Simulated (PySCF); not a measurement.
C$_{4}$H$_{7}$, doublet, at a GFN2-xTB geometry; R2SCAN/6-31G** (PySCF).

PySCF was given this input:
```python
from pyscf import gto, scf, dft

mol = gto.M(
    atom='''
C    -0.015834    0.011528    1.498949
C    -0.002228    0.023745    0.204928
H    -0.022239   -0.691296    2.297869
C     0.002694    1.291620   -0.607338
H    -0.006628    2.164020    0.039428
H     0.890909    1.327606   -1.236937
H    -0.872242    1.322545   -1.255524
C     0.010334   -1.241613   -0.642200
H     0.006297   -2.130183   -0.017263
H    -0.867356   -1.254725   -1.286123
H     0.901464   -1.249647   -1.267477
''',
    basis='6-31g**',
    charge=0,
    spin=1,
    verbose=4,
)

mf = dft.UKS(mol)
mf.xc = 'r2scan'
mf.kernel()
```

It wrote (shortened):

```
PySCF version 2.14.0

[INPUT] verbose = 4
[INPUT] num. atoms = 11
[INPUT] num. electrons = 31
[INPUT] charge = 0
[INPUT] spin (= nelec alpha-beta = 2S) = 1
[INPUT] symmetry False subgroup None
[INPUT] Mole.unit = angstrom
[INPUT] Symbol           X                Y                Z      unit          X                Y                Z       unit  Magmom
[INPUT]  1 C     -0.015834000000   0.011528000000   1.498949000000 AA   -0.029921923456   0.021784762764   2.832603084691 Bohr   0.0
[INPUT]  2 C     -0.002228000000   0.023745000000   0.204928000000 AA   -0.004210309806   0.044871546828   0.387257795255 Bohr   0.0
[INPUT]  3 H     -0.022239000000  -0.691296000000   2.297869000000 AA   -0.042025619284  -1.306360111007   4.342343080128 Bohr   0.0
[INPUT]  4 C      0.002694000000   1.291620000000  -0.607338000000 AA    0.005090922180   2.440808057011  -1.147702485041 Bohr   0.0
[INPUT]  5 H     -0.006628000000   2.164020000000   0.039428000000 AA   -0.012525104754   4.089405128081   0.074508121639 Bohr   0.0
[INPUT]  6 H      0.890909000000   1.327606000000  -1.236937000000 AA    1.683574011910   2.508811741329  -2.337472163341 Bohr   0.0
[INPUT]  7 H     -0.872242000000   1.322545000000  -1.255524000000 AA   -1.648298494343   2.499247837413  -2.372596502818 Bohr   0.0
[INPUT]  8 C      0.010334000000  -1.241613000000  -0.642200000000 AA    0.019528429771  -2.346308522700  -1.213582117196 Bohr   0.0
[INPUT]  9 H      0.006297000000  -2.130183000000  -0.017263000000 AA    0.011899605406  -4.025462465204  -0.032622342088 Bohr   0.0
[INPUT] 10 H     -0.867356000000  -1.254725000000  -1.286123000000 AA   -1.639065292498  -2.371086611645  -2.430420232504 Bohr   0.0
[INPUT] 11 H      0.901464000000  -1.249647000000  -1.267477000000 AA    1.703520071155  -2.361490582384  -2.395184399185 Bohr   0.0

nuclear repulsion = 112.514532617331
number of shells = 45
number of NR pGTOs = 157
number of NR cGTOs = 91
basis = 6-31g**
ecp = {}

******** <class 'pyscf.dft.uks.UKS'> ********
method = UKS
initial guess = minao
damping factor = 0
level_shift factor = 0
DIIS = <class 'pyscf.scf.diis.CDIIS'>
diis_start_cycle = 1
diis_space = 8
diis_damp = 0
SCF conv_tol = 1e-09
SCF conv_tol_grad = None
SCF max_cycles = 50
direct_scf = True
direct_scf_tol = 1e-13
number electrons alpha = 16  beta = 15
XC library pyscf.dft.libxc version 7.1.2
    S. Lehtola, C. Steigemann, M. J. T. Oliveira, and M. A. L. Marques,  SoftwareX 7, 1–5 (2018)
XC functionals = r2scan
    J. W. Furness, A. D. Kaplan, J. Ning, J. P. Perdew, and J. Sun,  J. Phys. Chem. Lett. 11, 8208–8215 (2020)
    J. W. Furness, A. D. Kaplan, J. Ning, J. P. Perdew, and J. Sun,  J. Phys. Chem. Lett. 11, 9248–9248 (2020)
    J. W. Furness, A. D. Kaplan, J. Ning, J. P. Perdew, and J. Sun,  J. Phys. Chem. Lett. 11, 8208–8215 (2020)
    J. W. Furness, A. D. Kaplan, J. Ning, J. P. Perdew, and J. Sun,  J. Phys. Chem. Lett. 11, 9248–9248 (2020)
radial grids:
    Treutler-Ahlrichs [JCP 102, 346 (1995); DOI:10.1063/1.469408] (M4) radial grids

becke partition: Becke, JCP 88, 2547 (1988); DOI:10.1063/1.454033
pruning grids: <function nwchem_prune>
grids dens level: 3
symmetrized grids: False
atomic radii adjust function: <function treutler_atomic_radii_adjust>
small_rho_cutoff = 0
Set gradient conv threshold to 3.16228e-05
tot grids = 125128
init E= -156.539399685903

cycle= 1 E= -156.384109804196  delta_E= 0.155  |g|= 0.301  |ddm|= 2.06
cycle= 2 E= -156.370298273092  delta_E= 0.0138  |g|= 0.35  |ddm|= 0.716
cycle= 3 E= -156.436214064833  delta_E= -0.0659  |g|= 0.0768  |ddm|= 0.424
cycle= 4 E= -156.439029662029  delta_E= -0.00282  |g|= 0.0296  |ddm|= 0.0964
cycle= 5 E= -156.439616314408  delta_E= -0.000587  |g|= 0.00591  |ddm|= 0.0353
cycle= 6 E= -156.43967166584  delta_E= -5.54e-05  |g|= 0.0028  |ddm|= 0.0128
cycle= 7 E= -156.439695834241  delta_E= -2.42e-05  |g|= 0.00211  |ddm|= 0.0102
cycle= 8 E= -156.439705348372  delta_E= -9.51e-06  |g|= 0.000731  |ddm|= 0.00725
cycle= 9 E= -156.439706811404  delta_E= -1.46e-06  |g|= 0.000168  |ddm|= 0.00361
cycle= 10 E= -156.439706848793  delta_E= -3.74e-08  |g|= 7.69e-05  |ddm|= 0.000553
cycle= 11 E= -156.439706852479  delta_E= -3.69e-09  |g|= 3.68e-05  |ddm|= 0.000147
cycle= 12 E= -156.439706853355  delta_E= -8.76e-10  |g|= 6.83e-06  |ddm|= 5.06e-05
Extra cycle  E= -156.43970685337  delta_E= -1.55e-11  |g|= 6.18e-06  |ddm|= 1.63e-05
converged SCF energy = -156.43970685337  <S^2> = 0.76576914  2S+1 = 2.0157075
```
